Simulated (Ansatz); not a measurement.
A geometry optimisation of CH7F2PSi2 with PBE0-D3(BJ)/def2-SVP

The starting geometry of this gas-phase triplet was optimised with GFN2-xTB as a singlet; its bonds are those of `F[SiH](F)C[SiH2]P`.

```yaml
atoms:
  - { symbol: C, position_ang: [-1.3713, 0.5649, 0.6636] }
  - { symbol: F, position_ang: [-1.3103, -0.4708, -1.9844] }
  - { symbol: F, position_ang: [-0.5666, 1.8776, -1.7270] }
  - { symbol: P, position_ang: [0.4189, -0.3893, 3.2809] }
  - { symbol: Si, position_ang: [-1.6641, 0.8576, -1.1681] }
  - { symbol: Si, position_ang: [0.3978, -0.0441, 1.0612] }
  - { symbol: H, position_ang: [-2.9560, 1.3179, -1.6183] }
  - { symbol: H, position_ang: [-1.5690, 1.4822, 1.2186] }
  - { symbol: H, position_ang: [-2.0835, -0.1717, 1.0364] }
  - { symbol: H, position_ang: [0.6664, -1.3372, 0.4243] }
  - { symbol: H, position_ang: [1.3869, 0.9441, 0.6117] }
  - { symbol: H, position_ang: [1.7743, -0.6486, 3.3418] }
  - { symbol: H, position_ang: [0.5957, 0.9400, 3.6210] }
```

Task: Predict what becomes of its bonds when it is optimised with PBE0-D3(BJ)/def2-SVP.

Result: It falls apart into CH5F2Si2 + H2P. Contacts that open: P4–Si6 (2.25 → 3.83 Å).

The energy falls by 3.08 eV over 97 steps:

```csv
step,E − E(last) (eV)
1,3.079
12,0.119
22,0.070
33,0.064
44,0.059
54,0.053
65,0.044
76,0.020
86,0.001
97,0.000
```

Final geometry (Å):

```xyz
13

C    -0.7432    1.6366    0.3916
F    -1.7430   -1.0071    0.2735
F    -1.0483    0.0938   -1.9656
P    -0.3507   -0.8061    3.2192
Si   -1.7449    0.3945   -0.5374
Si    1.1184    1.2944    0.3793
H    -3.1566    0.7636   -0.7943
H    -0.9186    2.6391   -0.0343
H    -1.1067    1.6478    1.4337
H     1.4152   -0.1523    0.6249
H     1.7217    1.7277   -0.9197
H    -0.3610   -2.0593    2.5342
H     0.6369   -1.2502    4.1568
```

No frequencies were run, so the end isn't proven a minimum. Open shells are spin-unrestricted. The triplet needn't be the ground state. Run with Ansatz 0.2.0, 6.8 min on 4 threads of Arm Neoverse V1, with other jobs on the host.
